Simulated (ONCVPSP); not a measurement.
# Before and after: ONCV potential for caesium

caesium, optimised norm-conserving Vanderbilt (ONCV), made with ONCVPSP 4.0.1 (PBE, scalar-relativistic). Core [Kr] 4d10, reference 5s2 5p6 6s1. Waves: 5s+6s: rc 3.40 bohr, ncon 4, nbas 8, qcut 3.2 1/bohr, 2 projectors; 5p: rc 1.90 bohr, ncon 5, nbas 9, qcut 4 1/bohr, 2 projectors, debl 3.8 Ha; d scattering state at 0.28 Ha: rc 3.70 bohr, ncon 4, nbas 8, qcut 3 1/bohr, 3 projectors, debl 1.6 Ha. Local part: polynomial inside 1.35 bohr (lpopt 4, dvloc0 3 Ha). Core correction: Teter function, fcfact 4.5, rcfact 1.1.

In the d channel the program set the typed energies aside and used 0.050, 1.650, 3.250 Ha.

All-electron outer shells of the reference configuration (PBE, scalar-relativistic, ld1.x):

| shell | level (eV) | outermost node (bohr) | outermost maximum (bohr) |
| --- | --- | --- | --- |
| 5s | -26.73 | 0.82 | 1.54 |
| 5p | -13.52 | 0.89 | 1.79 |
| 6s | -2.09 | 2.11 | 4.80 |

Change: core correction Teter function, fcfact 4.5, rcfact 1.54.

Cutoffs: the cutoffs (Ha) at which the residual kinetic energy of the hardest occupied pseudo-wave falls to 1 and 0.1 mHa per electron; they do not see the model core or the augmentation charge, which bear on the density cutoff. Errors are all-electron minus pseudo energies relative to the spin-unpolarised reference configuration.

Question: How do hardness, ghosts and transferability respond?

Answer: The potential gets neither clearly harder nor softer (19 Ha and 61 Ha → 19 Ha and 61 Ha); of the 4 tests that both files solve, the error grows in 2 and shrinks in 0 by more than 15 % and 0.3 meV (median size 0.4 → 1.0 meV); neither file shows a bound ghost. A model core, the more so a compact one, raises the density cutoff, which this test does not measure.

```tsv
quantity	base	changed
cutoff, loose	19 Ha	19 Ha
cutoff, tight	61 Ha	61 Ha
bound ghosts	none	none
GHOST(+) flags under 300 eV	s at 31.8 eV, d at 282.2 eV	s at 31.8 eV, d at 282.2 eV
error for 5s2 5p6 6s0, meV [ΔE 3.86 eV]	-0.6	-1.5
error for 5s2 5p6 6s0.5, meV [ΔE 1.47 eV]	-0.1	-0.2
error for 5s2 5p6 6s0 6p1, meV [ΔE 1.37 eV]	+0.1	-0.6
error for 5s1 5p6 6s1, meV [ΔE 31.68 eV]	-351	-370
s: phases at 3.46 bohr within 0.05 rad from the reference energy up to (Ha; the scan ends near 5)	0.9	0.9
p: phases at 1.93 bohr within 0.05 rad from the reference energy up to (Ha; the scan ends near 5)	4.5	4.5
d: phases at 3.76 bohr within 0.05 rad from the reference energy up to (Ha; the scan ends near 5)	to the end of the scan	to the end of the scan
rms error of d²Exc/dni dnj with the model core, mHa	1.03	2.93
```
